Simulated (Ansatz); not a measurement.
Reaction (formal exchange of groups at the Al–B bond): `C[SiH2][B]([AlH2])[SiH3]` + `[BH2][GeH2][CH3]` → `[CH3][GeH2][BH][AlH2]` + `C[SiH2]B[SiH3]`

Isolated molecules relaxed with PBE0-D4/def2-TZVP in Ansatz; ΔE leaves out vibrations. CCSD(T)/CBS adds triple-zeta CCSD(T) − MP2 to the extrapolated MP2 energy (def2 sets, frozen cores). DFT in def2-TZVPP. B3LYP here is the variant with VWN-RPA as its local correlation; programs differ in this. For Ge outer-core shells are correlated without core-valence functions, which leaves a few kJ/mol of doubt a bond. Scalar relativity is left out up to krypton. One conformer a species, not always the lowest.

| level | ΔE (kJ/mol) | difference from CCSD(T)/CBS |
| --- | --- | --- |
| PBE-D4 | 14.9 | -0.4 |
| r2SCAN-D4 | 15.6 | 0.3 |
| PBE0-D4 | 15.4 | 0.1 |
| B3LYP-D4 | 14.4 | -0.9 |
| ωB97X-V | 13.6 | -1.7 |
| ωB97M-V | 14.9 | -0.4 |
| B2PLYP | 12.9 | -2.4 |
| PBE | 12.2 | -3.1 |
| r2SCAN | 14.8 | -0.5 |
| PBE0 | 12.9 | -2.4 |
| B3LYP | 10.0 | -5.3 |
| HF/def2-TZVPP | 9.7 | -5.6 |
| MP2/def2-TZVPP | 17.5 | 2.2 |
| SCS-MP2/def2-TZVPP | 15.4 | 0.1 |
| CCSD/def2-TZVPP | 13.1 | -2.2 |
| CCSD(T)/def2-TZVPP | 14.5 | -0.8 |
| HF/def2-QZVPP | 9.8 | -5.5 |
| MP2/def2-QZVPP | 17.9 | 2.6 |
| SCS-MP2/def2-QZVPP | 15.8 | 0.5 |
| HF/CBS(def2) | 9.8 | -5.5 |
| MP2/CBS(def2) | 18.2 | 2.9 |
| CCSD/CBS(def2) | 13.8 | -1.5 |
| CCSD(T)/CBS | 15.3 | 0 |

Largest T1 diagnostic among the species: 0.014.

In def2-TZVPP, CCSD(T) changes the Hartree–Fock value by +4.8 kJ/mol (the triples alone add +1.4 kJ/mol) and MP2 by +7.7 kJ/mol. The D4 term adds +4.4 kJ/mol with B3LYP and +2.5 kJ/mol with PBE0; it sums over pairs of atoms, weighted by their polarisabilities, and B3LYP, whose exchange is more repulsive, gets the larger term.
